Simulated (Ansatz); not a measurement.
The same group exchange along the group B, Al, Ga, In.

Program: Ansatz. Geometries: PBE0-D4/def2-TZVP. ΔE: electronic, gas phase. CCSD(T)/CBS adds triple-zeta CCSD(T) − MP2 to the extrapolated MP2 energy (def2 sets, frozen cores). Functionals use def2-TZVPP. Elements past krypton have def2 core potentials. For Br, Ga, In outer-core shells are correlated without core-valence functions, which leaves a few kJ/mol of doubt a bond. Scalar relativity is left out up to krypton. One conformer a species, not always the lowest.

```json
{"reaction": "`FB(F)Br` + `C=C(O)Br` → `OB(F)Br` + `C=C(F)Br`", "ωB97X-V (kJ/mol)": "16", "revPBE-D4 (kJ/mol)": "16", "CCSD/CBS(def2) (kJ/mol)": "19", "B97M-V (kJ/mol)": "18"}
{"reaction": "`[F][Al]([F])[Br]` + `C=C(O)Br` → `[OH][Al]([F])[Br]` + `C=C(F)Br`", "ωB97X-V (kJ/mol)": "53", "revPBE-D4 (kJ/mol)": "54", "CCSD/CBS(def2) (kJ/mol)": "58", "B97M-V (kJ/mol)": "54"}
{"reaction": "`[F][Ga]([F])[Br]` + `C=C(O)Br` → `[OH][Ga]([F])[Br]` + `C=C(F)Br`", "ωB97X-V (kJ/mol)": "33", "revPBE-D4 (kJ/mol)": "33", "CCSD/CBS(def2) (kJ/mol)": "32", "B97M-V (kJ/mol)": "34"}
{"reaction": "`[F][In]([F])[Br]` + `C=C(O)Br` → `[OH][In]([F])[Br]` + `C=C(F)Br`", "ωB97X-V (kJ/mol)": "38", "revPBE-D4 (kJ/mol)": "38", "CCSD/CBS(def2) (kJ/mol)": "37", "B97M-V (kJ/mol)": "39"}
```

Question: Give the CCSD(T)/CBS values in the same order. (Best estimate.)

Answer: Ansatz gave: 19, 58, 31, 36 kJ/mol.

Largest T1 diagnostic: 0.014, for `[OH][In]([F])[Br]`.
